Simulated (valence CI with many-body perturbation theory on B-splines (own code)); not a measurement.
Hf XL: E2, M1, M2 decay

Level of theory: valence CI with perturbative core correlation (CI+MBPT): five valence electrons over a frozen Dirac-Fock core [Ar] 3d10, radial functions for each j: 11 s, 11 p, 10 d, 8 f, 5 g, 2 h, with the one-electron correlation potential Σ1 (screened to all orders), the two-electron term Σ2, the three-electron term Σ3, Breit, model QED; selected single and double excitations, second order for the rest, scaled by the run's own slope (own B-spline code, finite nucleus).

The last digits are not significant, and no measured levels were compared; by estimate large intervals hold to a few tenths of a per cent, small ones and those within an open d or f shell to about a per cent. Among the levels kept, up to 2100 cm⁻¹ of a level comes from second order outside the variational space, and about a tenth of that is noise between levels of different J, which matters for small intervals.

Lines 1 to 19 of 19 in falling wavelength, among levels below 36.907 Ry, chosen from the decays that carry over 1 % of a level's rate. Wavelengths and rates use the calculated energies. Electric multipoles are in the length gauge with retardation, E1 and E2 with the static RPA response of the core. M1 uses the relativistic operator with retardation. Weak lines are less certain than strong ones. Lines between different terms over intervals too small for the method are left out, as are lines whose strength nearly cancels.

Levels are named by their leading jj configuration (3d3/2^4 stands for four electrons in 3d with j = 3/2), which in mixed levels can hold well under half, so a name can repeat and another be missing. Letters in brackets count levels of one name in rising energy.

```tsv
λ vac (Å)	Upper	Lower	Type	A (s⁻¹)	Branch %
690.4	(4s^2 4p1/2 4p3/2 4d5/2) J=9/2	(4s^2 4p1/2 4p3/2 4d3/2) J=7/2	M1	3.54e+04	38.0
186.2	(4s^2 4p3/2^2 4d5/2) J=9/2	(4s^2 4p1/2 4p3/2 4d5/2) J=7/2 [b]	M1	1.21e+06	23.2
178.5	(4s^2 4p1/2 4p3/2 4d5/2) J=9/2	(4s^2 4p1/2^2 4d5/2) J=5/2	E2	2.14e+04	23.0
162.6	(4s^2 4p1/2 4p3/2^2) J=3/2	(4s^2 4p1/2^2 4p3/2) J=3/2	M1	4.49e+06	99.3
160.6	(4s^2 4p3/2^3) J=3/2	(4s^2 4p1/2 4p3/2^2) J=1/2	M1	1.13e+06	12.7
156.8	(4s^2 4p3/2^2 4d5/2) J=9/2	(4s^2 4p1/2 4p3/2 4d5/2) J=9/2	M1	2.03e+06	38.7
156.8	(4s^2 4p3/2^2 4d5/2) J=9/2	(4s^2 4p1/2 4p3/2 4d5/2) J=9/2	E2	7.16e+04	1.4
152.1	(4s^2 4p1/2 4p3/2^2) J=5/2	(4s^2 4p1/2^2 4p3/2) J=3/2	M1	7.93e+05	85.5
152.1	(4s^2 4p1/2 4p3/2^2) J=5/2	(4s^2 4p1/2^2 4p3/2) J=3/2	E2	1.35e+05	14.5
150.4	(4s^2 4p1/2 4p3/2 4d5/2) J=9/2	(4s 4p1/2^2 4p3/2^2) J=5/2	E2	2.98e+04	32.0
148.0	(4s^2 4p3/2^3) J=3/2	(4s^2 4p1/2 4p3/2^2) J=5/2	M1	1.40e+06	15.7
148.0	(4s^2 4p3/2^3) J=3/2	(4s^2 4p1/2 4p3/2^2) J=5/2	E2	2.61e+05	2.9
146.1	(4s^2 4p3/2^2 4d5/2) J=9/2	(4s^2 4p1/2 4p3/2 4d5/2) J=7/2 [a]	M1	1.68e+06	32.0
146.1	(4s^2 4p3/2^2 4d5/2) J=9/2	(4s^2 4p1/2 4p3/2 4d5/2) J=7/2 [a]	E2	6.82e+04	1.3
140.8	(4s^2 4p1/2 4p3/2^2) J=1/2	(4s^2 4p1/2^2 4p3/2) J=3/2	M1	2.95e+06	95.5
140.8	(4s^2 4p1/2 4p3/2^2) J=1/2	(4s^2 4p1/2^2 4p3/2) J=3/2	E2	1.39e+05	4.5
139.3	(4s^2 4p3/2^3) J=3/2	(4s^2 4p1/2 4p3/2^2) J=3/2	M1	5.95e+06	66.7
127.8	(4s^2 4p3/2^2 4d5/2) J=9/2	(4s^2 4p1/2 4p3/2 4d3/2) J=7/2	M1	8.87e+04	1.7
75.49	(4s^2 4p1/2 4p3/2 4d5/2) J=9/2	(4s^2 4p1/2 4p3/2^2) J=5/2	M2	5.43e+03	5.8
```
